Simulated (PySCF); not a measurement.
Molfile (atoms numbered from 1):
```
C4H13NSi4
     RDKit          3D

 22 22  0  0  0  0  0  0  0  0999 V2000
    2.1941    1.7600   -0.6255 Si  0  0  0  0  0  4  0  0  0  0  0  0
    1.4388    0.5383    1.2326 Si  0  0  0  0  0  4  0  0  0  0  0  0
    1.4852   -1.7747    0.7823 Si  0  0  0  0  0  4  0  0  0  0  0  0
   -0.7737   -2.2866    0.4045 Si  0  0  0  0  0  4  0  0  0  0  0  0
   -1.4227   -0.7968   -0.3346 N   0  0  0  0  0  0  0  0  0  0  0  0
   -0.8221   -0.1269   -1.3804 C   0  0  0  0  0  0  0  0  0  0  0  0
   -1.4063    1.1146   -1.5102 C   0  0  0  0  0  0  0  0  0  0  0  0
   -2.4020    1.2138   -0.4994 C   0  0  0  0  0  0  0  0  0  0  0  0
   -2.3819    0.0317    0.2058 C   0  0  0  0  0  0  0  0  0  0  0  0
    1.4248    3.0315   -0.7795 H   0  0  0  0  0  0  0  0  0  0  0  0
    3.6406    2.0993   -0.4342 H   0  0  0  0  0  0  0  0  0  0  0  0
    2.0737    0.9601   -1.8819 H   0  0  0  0  0  0  0  0  0  0  0  0
    2.3059    0.8414    2.4165 H   0  0  0  0  0  0  0  0  0  0  0  0
    0.0328    0.9152    1.5812 H   0  0  0  0  0  0  0  0  0  0  0  0
    2.2738   -2.0510   -0.4612 H   0  0  0  0  0  0  0  0  0  0  0  0
    2.0596   -2.5919    1.8968 H   0  0  0  0  0  0  0  0  0  0  0  0
   -1.5410   -2.4656    1.6705 H   0  0  0  0  0  0  0  0  0  0  0  0
   -1.0172   -3.4529   -0.4959 H   0  0  0  0  0  0  0  0  0  0  0  0
   -0.0395   -0.5988   -1.9736 H   0  0  0  0  0  0  0  0  0  0  0  0
   -1.1544    1.8629   -2.2596 H   0  0  0  0  0  0  0  0  0  0  0  0
   -3.0611    2.0589   -0.3101 H   0  0  0  0  0  0  0  0  0  0  0  0
   -2.9730   -0.2858    1.0629 H   0  0  0  0  0  0  0  0  0  0  0  0
  1  2  1  0
  2  3  1  0
  3  4  1  0
  4  5  1  0
  5  6  1  0
  6  7  2  0
  7  8  1  0
  8  9  2  0
  9  5  1  0
  1 10  1  0
  1 11  1  0
  1 12  1  0
  2 13  1  0
  2 14  1  0
  3 15  1  0
  3 16  1  0
  4 17  1  0
  4 18  1  0
  6 19  1  0
  7 20  1  0
  8 21  1  0
  9 22  1  0
M  END
```

Geometry: PBE0-D3(BJ)/def2-SVP; GIAO absolute shieldings from PySCF 2.14, gas phase, non-relativistic, averaged over equivalent atoms.

At PBE0/pcSseg-1 (246 basis functions, 62 s wall time on 1 thread of an Arm Neoverse V1, shared host):
```csv
atoms,σ (ppm)
Si4,384.7
Si1,447.0
Si3,457.7
Si2,478.4
N5,93.1
C6/C9,52.8
C7/C8,64.8
H19/H22,24.64
H20/H21,24.80
H17/H18,25.90
H15/H16,27.62
H10/H11/H12,27.68
H13/H14,28.69
```

Predict the values at wB97X-D/pcSseg-1 on the same geometry.

Answers


```json
{"atoms": "Si4", "σ at wB97X-D/pcSseg-1": "384.9", "change": "+0.2"}
{"atoms": "Si1", "σ at wB97X-D/pcSseg-1": "447.2", "change": "+0.2"}
{"atoms": "Si3", "σ at wB97X-D/pcSseg-1": "458.1", "change": "+0.4"}
{"atoms": "Si2", "σ at wB97X-D/pcSseg-1": "477.6", "change": "-0.8"}
{"atoms": "N5", "σ at wB97X-D/pcSseg-1": "93.8", "change": "+0.7"}
{"atoms": "C6/C9", "σ at wB97X-D/pcSseg-1": "51.6", "change": "-1.2"}
{"atoms": "C7/C8", "σ at wB97X-D/pcSseg-1": "64.0", "change": "-0.8"}
{"atoms": "H19/H22", "σ at wB97X-D/pcSseg-1": "24.72", "change": "+0.08"}
{"atoms": "H20/H21", "σ at wB97X-D/pcSseg-1": "24.90", "change": "+0.10"}
{"atoms": "H17/H18", "σ at wB97X-D/pcSseg-1": "26.14", "change": "+0.24"}
{"atoms": "H15/H16", "σ at wB97X-D/pcSseg-1": "27.80", "change": "+0.18"}
{"atoms": "H10/H11/H12", "σ at wB97X-D/pcSseg-1": "27.84", "change": "+0.16"}
{"atoms": "H13/H14", "σ at wB97X-D/pcSseg-1": "28.83", "change": "+0.14"}
```

The largest change is at C6/C9 (aromatic CH next to a ring nitrogen). Cost: 246 basis functions, 74 s wall time on 1 thread of an Arm Neoverse V1, shared host.
